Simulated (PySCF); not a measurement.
PySCF 2.14 output of an unrestricted TPSSh calculation on a single atom or ion in dyall-av3z, with the non-relativistic Hamiltonian (point nucleus):

```
SCF conv_tol = 1e-09
number electrons alpha = 10  beta = 5
    V. N. Staroverov, G. E. Scuseria, J. Tao, and J. P. Perdew.,  J. Chem. Phys. 119, 12129 (2003)
cycle= 1 E= -340.766140620577  delta_E= -0.00559  |g|= 0.0111  |ddm|= 0.0965
cycle= 2 E= -340.766162204697  delta_E= -2.16e-05  |g|= 0.00264  |ddm|= 0.0137
cycle= 3 E= -340.76616338658  delta_E= -1.18e-06  |g|= 0.000367  |ddm|= 0.002
cycle= 4 E= -340.766163428319  delta_E= -4.17e-08  |g|= 3.51e-05  |ddm|= 0.000565
cycle= 5 E= -340.766163429321  delta_E= -1e-09  |g|= 1.89e-05  |ddm|= 8.25e-05
cycle= 6 E= -340.766163429455  delta_E= -1.34e-10  |g|= 1.23e-06  |ddm|= 2.68e-05
converged SCF energy = -340.766163429455  <S^2> = 8.7500168  2S+1 = 6.0000056
```

The run itself started from symmetry-adapted Hartree-Fock orbitals and held the occupation by maximum overlap, on a logarithmic radial grid, so the iterations belong to that start.

Question: Which element, charge and spin multiplicity is this?

Answer: P (phosphorus, neutral), multiplicity 6; the state was [Ne] 3s1 3p3 3d1, high-spin 6D determinant (an excited configuration).

The outer electron is Rydberg-like, and this basis confines it to a smaller radius and binds it less than a complete one would. At TPSSh the highest occupied level has a positive energy, so only the finite basis holds that electron; for this excited configuration the basis is too tight for the outer shell.
